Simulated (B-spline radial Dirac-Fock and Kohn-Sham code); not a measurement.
# Ti²⁺ 3p3/2: cross section and angular parameters

System: Ti²⁺, configuration 1s2 2s2 2p6 3s2 3p6 3d2; threshold 60.93 eV (orbital energy of the model). Level of theory: Dirac-Hartree-Slater photoionisation with a Latter tail; cross sections with all multipoles, angular parameters from the dipole term and its interference with E2; a B-spline atomic structure program.

For linearly polarised light dσ/dΩ = σ/(4π) [1 + β P₂(cos θ) + (δ + γ cos²θ) sin θ cos φ], with θ from the polarisation vector and φ the angle between the beam and the projection of the electron momentum on the plane normal to the polarisation.

```tsv
hν (eV)	σ (kb)	β	γ	δ
87.8	774	0.381	0.126	0.016
90.4	796	0.474	0.129	0.014
193	557	1.494	-0.011	-0.001
200	531	1.510	-0.014	-0.001
308	274	1.616	-0.005	0.003
400	168	1.632	0.036	0.005
443	137	1.631	0.058	0.006
658	57.7	1.588	0.175	0.010
749	42.5	1.565	0.222	0.012
800	36.2	1.551	0.247	0.013
830	33.1	1.542	0.261	0.014
836	32.6	1.541	0.263	0.014
856	30.7	1.535	0.273	0.014
999	20.9	1.496	0.335	0.017
1750	4.64	1.314	0.580	0.037
2360	1.96	1.194	0.717	0.054
2550	1.55	1.161	0.752	0.060
2984.4	0.963	1.092	0.823	0.072
4000	0.384	0.958	0.947	0.102
4530	0.257	0.899	0.997	0.117
5250	0.159	0.830	1.053	0.136
6000	?	?	?	?
7170	0.0558	0.687	1.162	0.187
7650	0.0447	0.657	1.183	0.198
8490	0.0312	0.611	1.216	0.218
9251.7	0.0231	0.574	1.243	0.236
9300	0.0227	0.572	1.245	0.237
10200	0.0164	0.533	1.272	0.257
```

Problem. Give the values at 6000 eV.

Solution. σ = 0.102 kb, β = 0.768, γ = 1.102, δ = 0.157.

Values without a named source are computed, but for edge energies of neutral atoms, which are taken from tables.
